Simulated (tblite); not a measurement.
C5H10GeSi.
Atom-mapped SMILES: `[CH2:1]=[CH:2][Si@@H:3]1[CH2:4][GeH2:5][C:6]1=[CH2:7]` (hydrogens: H8, H9 on C1; H10 on C2; H11 on Si3; H12, H13 on C4; H14, H15 on Ge5; H16, H17 on C7)

Computed with GFN2-xTB (tblite), gas phase: L-BFGS steps from a force-field or distance-geometry start until the largest atomic force falls under 0.01 eV/Å.

Step 15: E = -525.8209 eV
```
atom  x, y, z in Å  |  force x, y, z in eV/Å
C1     -2.1389    1.1401   -0.4488   -0.011  -0.009   0.009
C2     -2.0728    0.1046    0.3732    0.009  -0.009  -0.003
Si3    -0.4273   -0.6794    0.8550   -0.034  -0.016   0.038
C4      0.7739    0.6503    1.5595    0.008  -0.004  -0.014
Ge5     1.9923    0.4840   -0.0066    0.044   0.044   0.005
C6      0.7254   -0.8862   -0.6502   -0.034  -0.006   0.010
C7      0.6561   -1.6364   -1.7370    0.010   0.004  -0.016
H8     -3.0702    1.6110   -0.7259    0.002   0.000  -0.013
H9     -1.2461    1.5652   -0.8857   -0.027   0.004   0.004
H10    -2.9893   -0.2958    0.7869    0.031  -0.011   0.000
H11    -0.5561   -1.8735    1.7008   -0.055   0.010  -0.014
H12     1.2276    0.3925    2.5130   -0.022  -0.018  -0.027
H13     0.3115    1.6278    1.6741    0.036  -0.008   0.006
H14     2.1509    1.7150   -0.8703   -0.020   0.032  -0.027
H15     3.4007    0.0215    0.2835    0.047  -0.022   0.012
H16     1.4057   -1.5946   -2.5137    0.048   0.002  -0.024
H17    -0.1504   -2.3341   -1.9178   -0.031   0.007   0.053
```

Step 16: E = -525.8216 eV
```
atom  x, y, z in Å  |  force x, y, z in eV/Å
C1     -2.1392    1.1398   -0.4485   -0.010  -0.002   0.000
C2     -2.0726    0.1041    0.3732    0.005  -0.001  -0.003
Si3    -0.4274   -0.6791    0.8558   -0.031   0.002   0.006
C4      0.7751    0.6500    1.5581   -0.014  -0.021  -0.024
Ge5     1.9934    0.4847   -0.0058    0.053   0.031  -0.026
C6      0.7246   -0.8854   -0.6497   -0.012  -0.005   0.004
C7      0.6559   -1.6360   -1.7363    0.012   0.008  -0.007
H8     -3.0710    1.6102   -0.7257    0.011  -0.003  -0.012
H9     -1.2463    1.5649   -0.8855   -0.036   0.002   0.008
H10    -2.9888   -0.2966    0.7868    0.024  -0.014   0.002
H11    -0.5601   -1.8721    1.6992   -0.053  -0.015   0.007
H12     1.2260    0.3910    2.5106    0.009  -0.029   0.022
H13     0.3127    1.6259    1.6740    0.020   0.034   0.007
H14     2.1521    1.7152   -0.8709   -0.022   0.030  -0.022
H15     3.4033    0.0228    0.2824    0.035  -0.021   0.013
H16     1.4063   -1.5937   -2.5125    0.036  -0.003  -0.019
H17    -0.1510   -2.3337   -1.9152   -0.025   0.007   0.042
```

Step 17: E = -525.8222 eV
```
atom  x, y, z in Å  |  force x, y, z in eV/Å
C1     -2.1397    1.1394   -0.4481   -0.010   0.004  -0.007
C2     -2.0723    0.1036    0.3732   -0.002   0.006  -0.002
Si3    -0.4281   -0.6789    0.8567   -0.012   0.014  -0.024
C4      0.7760    0.6494    1.5565   -0.024  -0.025  -0.017
Ge5     1.9954    0.4859   -0.0056    0.040   0.005  -0.044
C6      0.7237   -0.8846   -0.6491    0.018   0.001  -0.005
C7      0.6560   -1.6354   -1.7359    0.010   0.009   0.003
H8     -3.0716    1.6095   -0.7258    0.010  -0.005  -0.010
H9     -1.2471    1.5648   -0.8853   -0.033   0.005   0.007
H10    -2.9878   -0.2976    0.7867    0.010  -0.018   0.006
H11    -0.5648   -1.8712    1.6981   -0.050  -0.032   0.023
H12     1.2246    0.3892    2.5087    0.029  -0.035   0.048
H13     0.3142    1.6247    1.6741    0.009   0.055   0.005
H14     2.1525    1.7159   -0.8718   -0.021   0.029  -0.017
H15     3.4063    0.0235    0.2818    0.022  -0.016   0.012
H16     1.4076   -1.5931   -2.5118    0.013  -0.009  -0.005
H17    -0.1520   -2.3331   -1.9122   -0.010   0.011   0.028
```

Problem. Estimate the geometry and energy of step 18. (The exact step hangs on the optimiser's Hessian estimate; all steps are aligned on step 17, rigid shifts and turns removed.)

Solution. E = -525.8228 eV, largest force 0.068 eV/Å
```
atom  x, y, z in Å  |  force x, y, z in eV/Å
C1     -2.1405    1.1390   -0.4479   -0.011   0.007  -0.012
C2     -2.0722    0.1033    0.3730   -0.010   0.009  -0.002
Si3    -0.4291   -0.6786    0.8571    0.013   0.013  -0.041
C4      0.7766    0.6485    1.5548   -0.018  -0.012   0.006
Ge5     1.9983    0.4871   -0.0063    0.013  -0.021  -0.042
C6      0.7232   -0.8837   -0.6485    0.045   0.008  -0.013
C7      0.6562   -1.6347   -1.7354    0.008   0.006   0.010
H8     -3.0720    1.6088   -0.7261   -0.002  -0.003  -0.010
H9     -1.2485    1.5648   -0.8849   -0.019   0.010   0.002
H10    -2.9866   -0.2991    0.7867   -0.006  -0.020   0.010
H11    -0.5707   -1.8708    1.6973   -0.045  -0.035   0.027
H12     1.2236    0.3868    2.5074    0.036  -0.033   0.047
H13     0.3162    1.6243    1.6744    0.008   0.053   0.001
H14     2.1527    1.7173   -0.8731   -0.017   0.026  -0.013
H15     3.4099    0.0240    0.2813    0.009  -0.009   0.008
H16     1.4091   -1.5927   -2.5111   -0.013  -0.016   0.009
H17    -0.1531   -2.3323   -1.9084    0.008   0.017   0.012
```

The energy changes by -0.0006 eV. The first-order estimate −F·Δx gives -0.0008 eV and the mean of the old and new forces, exact on a quadratic surface, -0.0006 eV. The step makes an angle of 60° with the force vector and moves no atom by more than 0.006 Å.

What follows is the cost of the whole relaxation. Time: 1.7 s wall. Hardware: Intel Xeon at 2.50 GHz, one thread, no GPU (shared host).
